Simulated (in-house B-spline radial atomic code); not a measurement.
Computed with a B-spline radial atomic code. Model: two electrons, singlet ground state, non-relativistic, full CI in B-splines with partial waves to l = 8 (at full coupling up to 3e-4 hartree above the limit, correlation up to 0.6 % small), density held at that of full coupling by Lieb maximisation.

W(λ) is the mean repulsion in the state of coupling λ less the Hartree energy of the fixed density. Its start is exact exchange, its initial slope is twice the second-order Görling-Levy correlation energy, and its area from 0 to 1 is E_xc. A straight curve means weak, dynamic correlation, and a curve that drops fast and flattens means strong correlation.

Command:
```bash
python run_ac.py task.json out
```
Settings (lengths in bohr, energies in hartree):
```
potential              coulomb
strength               1.87
lmax                   8
wall_radius            0.57
```

Time taken, with all properties: 2.7 s on 1 thread of Intel(R) Xeon(R) Processor @ 2.30GHz, with other jobs on the host.

**W = mean repulsion less Hartree energy, and W of three functionals.**

Given: confinement point charge; nuclear charge 1.87; hard wall radius 0.57 bohr; external potential -Z/r.

Computed: LDA exchange minus exact 468.95 millihartree; SCAN exchange minus exact -5.7963 millihartree.

| coupling | W xc (hartree) | W xc minus exchange (millihartree) | kinetic minus Kohn-Sham (millihartree) | LDA (PW92) W minus its exchange (millihartree) | PBE W minus its exchange (millihartree) | SCAN W minus its exchange (millihartree) |
| --- | --- | --- | --- | --- | --- | --- |
| 0 | -3.3257 | 0 | 0 | 0 | 0 | 0 |
| 0.02 | ? | ? | ? | ? | ? | ? |
| 0.05 | ? | ? | ? | ? | ? | ? |
| 0.12 | -3.338 | -12.251 | 0.7 | -63.72 | -19.31 | -11.5 |
| 0.25 | -3.351 | -25.277 | 3.1 | -111.35 | -39.49 | -23.58 |
| 0.4 | -3.3657 | -39.998 | 7.9 | -156.97 | -61.8 | -37.13 |
| 0.6 | -3.3849 | -59.126 | 17.5 | -208.97 | -90.08 | -54.66 |
| 0.8 | -3.4034 | -77.701 | 30.5 | -254.4 | -116.85 | -71.63 |
| 1 | -3.4215 | -95.743 | 46.7 | -295.17 | -142.29 | -88.1 |
| 1.4 | -3.456 | -130.3 | 88.1 | -366.79 | -189.7 | -119.64 |
| 2 | -3.5043 | -178.59 | 170 | -457.2 | -253.69 | -163.9 |
| 3 | -3.5764 | -250.66 | 349.4 | -579.24 | -345.89 | -230.72 |
| 4.5 | -3.6681 | -342.39 | 691.1 | -721.68 | -460.03 | -317.78 |
| 7 | -3.7881 | -462.39 | 1373.8 | -897.35 | -608.06 | -436.44 |
| 10 | -3.8949 | -569.18 | 2273.4 | -1050.4 | -741.94 | -547.73 |

(1) What belongs in the row 0.02?

(2) What belongs in the row 0.05?

(3) What is the PBE exchange minus exact?

**Energy parts, natural occupations and partial-wave weights.**

Computed: total energy 16.8124 hartree; exchange energy -3.3257 hartree; correlation energy -0.049054 hartree; kinetic part of the DFT correlation energy 0.046689 hartree; kinetic part over minus potential part 0.48765; Hartree energy 6.6515 hartree; Lieb Oxford ratio E_xc over LDA exchange 1.1813.

| natural | occupation of the shell (electrons) |
| --- | --- |
| s | 1.998 |
| p | ? |
| d | 8.9421e-05 |
| s | 8.4116e-05 |
| p | 1.4077e-05 |
| f | 1.2331e-05 |

(4) What belongs in the row p?

| wave | weight |
| --- | --- |
| s | 0.99906 |
| p | ? |
| d | 4.6429e-05 |
| f | 6.6585e-06 |
| g | 1.5631e-06 |

(5) What belongs in the row p?

(6) What is the Kohn-Sham kinetic?

(7) What is the initial slope twice GL2?

## Answers

(1) W xc (hartree): -3.3278; W xc minus exchange (millihartree): -2.057; kinetic minus Kohn-Sham (millihartree): 0; LDA (PW92) W minus its exchange (millihartree): -14.96; PBE W minus its exchange (millihartree): -3.26; SCAN W minus its exchange (millihartree): -1.95.

(2) W xc (hartree): -3.3309; W xc minus exchange (millihartree): -5.132; kinetic minus Kohn-Sham (millihartree): 0.1; LDA (PW92) W minus its exchange (millihartree): -31.8; PBE W minus its exchange (millihartree): -8.12; SCAN W minus its exchange (millihartree): -4.84.

(3) 149.92 millihartree.

(4) occupation of the shell (electrons): 0.0017579.

(5) weight: 0.00088638.

(6) 31.102 hartree.

(7) -0.103 hartree.

Half-way to full coupling W has made 52 % of its drop, against 50 % for a straight line, and second-order (GL2) theory, half the initial slope, overshoots the correlation energy by about 5 %: correlation is weak here. Over couplings 0 to 1 the errors in E_xc come to about +344 millihartree for LDA, +125 millihartree for PBE, -2.1 millihartree for SCAN, so SCAN is nearest. In LDA and PBE and SCAN the errors of exchange and correlation have opposite signs, so the sum is smaller than the larger of the two.
